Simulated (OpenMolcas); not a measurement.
# Ir3+: ligand-field states by method

Ir3+ with 6 ligands (water) in octahedral coordination (Th) at 2.04 Å. Ligand basis ANO-RCC-VDZP.

```json
{
 "Program": "OpenMolcas",
 "Basis": "ANO-RCC-VDZP [7s6p4d2f]",
 "Scalar Hamiltonian": "DKH2, point nucleus",
 "Active space": "6 electrons in 5 orbitals (5d)",
 "State averaging": "2S+1 = 5 even, 5 roots; 2S+1 = 3 even, 45 roots; 2S+1 = 1 even, 50 roots",
 "Spin-orbit coupling": "state interaction with AMFI integrals over the reference wave functions"
}
```

I. CASSCF
II. SS-CASPT2, IPEA 0.25 Eh, imaginary shift 0.1 Eh (closed shells correlated: 5s 5p and the ligand valence shells)

Spin-free states (labels of O, taken over from Oh, the nearest higher group) in cm-1, each column counted from its own energy of the first state listed:

```
   State  Degeneracy      I     II
     1A1           1      0      0
     3T1           3  20227  22550
     3T2           3  25302  26740
     1T1           3  26341  26910
     5T2           3  31271  37870
     1T2           3  36183  35040
2S+1 = 3           3  46869  50320
2S+1 = 3           3  47607  50700
      3E           2  50501  53080
```

From I to II, I's first state of the same spin (1T1) moves from 26341 to 26910 cm-1, by about +570 cm-1.

From I to II, I's first state of another spin (3T1) moves from 20227 to 22550 cm-1, by about +2300 cm-1.

I: A least-squares ligand-field fit to the states below 45000 cm-1, each weighted by its degeneracy and with a free common offset, gives 10Dq = 28098 cm-1, B = 729 cm-1 and C = 2842 cm-1 (C/B = 3.90), with an rms deviation of 89 cm-1. The same method and metal basis give the free ion B = 862 cm-1 (fit to its terms below 60000 cm-1, rms deviation 23 cm-1), so the nephelauxetic ratio is β = 729 / 862 = 0.85; it hangs on how both fits weigh the states, and computed free-ion B values tend to be too large, so β mixes covalency with correlation.

χT at 300 K: I 0.03, II 0.03 cm3 K/mol.

The states above are spin-free; spin-orbit coupling is strong here and shifts and splits them by thousands of cm-1.

Roots that are degenerate in the reference are averaged as groups; the widest CASPT2 spread within a group is 260 cm-1 (the 3-fold group of multiplicity 1 near 72500 cm-1 above the lowest state of its run, II). Shifts and gaps below about the spread of the groups concerned are not significant. Over all roots computed the reference weight is 0.69 to 0.70 in II; a low but even weight reflects the number of correlated electrons. The least metal-like active orbital is 77 % on the metal (Löwdin) and no ligand orbital is active, so the numbers are rough. Ligand-to-metal charge-transfer states are missing. With no ligand orbital active B as a rule stays too high, so bands that hang on it stand too high and its fall with covalency is understated. Without dynamic correlation the repulsion within the d shell is too large (B by tens of per cent), so at a given field states of lower spin stand too high (holds for I). With metal d orbitals alone the field can be off either way by tens of per cent (holds for I). With one d shell and no ligand orbital active, 10Dq can be off by a tenth or more (holds for II). No measured value stands beside these numbers; the geometry is a model, was not optimised and need not be the one that this ion takes.
